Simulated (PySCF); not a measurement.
C3H4I (doublet state).
Atom-mapped SMILES: `[CH2:1]=[CH:2][CH:3][I:4]` (hydrogens: H5, H6 on C1; H7 on C2; H8 on C3)
Bond orders are those of one Lewis drawing.

Method: PySCF 2.14.0, PBE0-D3(BJ)/def2-SVP geometry optimisation, gas phase, def2 core potentials past Kr; unrestricted, density fitting, grid level 1; the optimiser is geomeTRIC in internal coordinates, started from a GFN2-xTB structure with every atom displaced at random (about 0.01 Å).

Step 0: E = -11269.4182 eV
```
atom  x, y, z in Å  |  force x, y, z in eV/Å
C1     -1.2067   -0.5258    0.1482   -1.802  -0.361  -0.663
C2     -0.1270    0.0428   -0.4318    0.525   0.241  -0.617
C3      1.0091    0.3270    0.2650    1.794   0.717  -0.015
I4      2.7456    1.1793   -0.6155   -0.660  -0.301   0.275
H5     -2.1135   -0.7173   -0.4427    0.192  -0.027   0.136
H6     -1.2596   -0.7407    1.1910    0.074  -0.247   1.008
H7     -0.1326    0.2737   -1.4873   -0.135   0.070  -0.540
H8      1.1386    0.1417    1.3216    0.012  -0.092   0.416
```

Step 1: E = -11269.4862 eV
```
atom  x, y, z in Å  |  force x, y, z in eV/Å
C1     -1.2459   -0.4918    0.1423    0.185   0.043   0.141
C2     -0.0877   -0.0100   -0.4358   -0.122  -0.085   0.038
C3      1.0879    0.2423    0.2611   -0.003   0.287  -0.054
I4      2.6387    1.3196   -0.6059    0.032  -0.139   0.064
H5     -2.1360   -0.6733   -0.4565   -0.095  -0.043  -0.076
H6     -1.3126   -0.6661    1.2218    0.025  -0.051  -0.083
H7     -0.0930    0.1982   -1.5116   -0.019   0.016   0.002
H8      1.2027    0.0618    1.3331   -0.003  -0.027  -0.033
```

Problem. Estimate the geometry and energy of step 2. (The exact step hangs on the optimiser's Hessian estimate; all steps are aligned on step 1, rigid shifts and turns removed.)

Solution. E = -11269.4985 eV, largest force 0.293 eV/Å
```
atom  x, y, z in Å  |  force x, y, z in eV/Å
C1     -1.2342   -0.5025    0.1521   -0.074  -0.027  -0.044
C2     -0.1218    0.0369   -0.4601    0.269   0.056  -0.103
C3      1.0511    0.3236    0.2291   -0.023  -0.010   0.245
I4      2.7546    1.2188   -0.5357   -0.138  -0.057  -0.133
H5     -2.1332   -0.7345   -0.4226    0.003   0.007   0.010
H6     -1.2477   -0.7095    1.2257    0.008  -0.010  -0.012
H7     -0.1540    0.2351   -1.5374   -0.027   0.037   0.007
H8      1.1392    0.1128    1.2974   -0.018   0.004   0.030
```

The energy changes by -0.0123 eV. The first-order estimate −F·Δx gives -0.0546 eV and the mean of the old and new forces, exact on a quadratic surface, -0.0131 eV. The step makes an angle of 63° with the force vector and moves no atom by more than 0.169 Å.

The cost below is that of the whole optimisation. Hardware: Arm Neoverse N1, one thread, no GPU (shared host). Cost: 65 s, 0.37 GiB resident at most.
